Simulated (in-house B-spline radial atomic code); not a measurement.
A fraction x of an electron is removed from 4p in Mo⁵⁺, starting from [Kr] 4d1 and keeping the highest spin. Computed with a B-spline radial code for spherical atoms: scalar-relativistic (X2C) B3LYP, spin-polarised, spherical fractional occupations, Fermi nucleus of rms radius 4.4091 fm.

Caution: exact exchange at fractional occupations of open shells leaves self-interaction of up to several eV.

| x | E(x) - E(0) (eV) | 4p down level (eV) |
| --- | --- | --- |
| 0 | 0.0000 | -102.011 |
| 0.11 | 11.3172 | -103.758 |
| 0.23 | 23.8829 | -105.672 |
| 0.35 | ? | ? |
| 0.44 | ? | ? |
| 0.5 | 52.9982 | -110.003 |
| 0.61 | 65.1962 | -111.779 |
| 0.73 | 78.7262 | -113.722 |
| 0.79 | 85.5787 | -114.696 |
| 0.99 | 108.8434 | -117.955 |
| 1 | 110.0238 | -118.118 |

(1) What belongs in the row x = 0.35?

(2) What belongs in the row x = 0.44?

(3) Check Janak's theorem between x = 0.11 and 0.23.

Answers

(1) An energy change of 36.6787 eV; 4p down at -107.592 eV.

(2) An energy change of 46.4270 eV; 4p down at -109.038 eV.

(3) The slope of the energy is 104.71 eV; the orbital levels give 104.72 eV (-ε of the emptying orbital, averaged over the two points).
